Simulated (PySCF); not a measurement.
Task: Give a PBE0-D3(BJ)/def2-SVP geometry of `[SiH3][O][GaH2]`.

Result: 
```
atom  x, y, z in Å
Si1    1.4457   -0.3741    0.3248
O2    -0.0027   -0.4008   -0.4704
Ga3   -1.5803    0.4369   -0.5297
H4     2.5653   -0.4875   -0.6580
H5     1.6224    0.8991    1.0974
H6     1.5357   -1.5182    1.2840
H7    -2.5340   -0.0889   -1.6435
H8    -1.7931    1.5712    0.5255
```

Orientation and origin are arbitrary. Atoms count from 1 in this order. Si1 (oxygen-bound silicon) is tetrahedral (angles from 108.2° to 111.4°). Ga3 (gallium bonded to O and 2 H) is planar (angles 130.1°, 116.0° and 114.0°, sum 360.0°, 0.00 Å off the plane of its three neighbours).

Bonds between heavy atoms (Å): Si1–O2 1.653, O2–Ga3 1.787.

Computed with PySCF 2.14.0, PBE0-D3(BJ)/def2-SVP geometry optimisation, gas phase.

PBE0-D3(BJ)/def2-SVP frequencies: not computed here. The numbers are those of one conformer (Si1–O2–Ga3–H 177° and -3°).
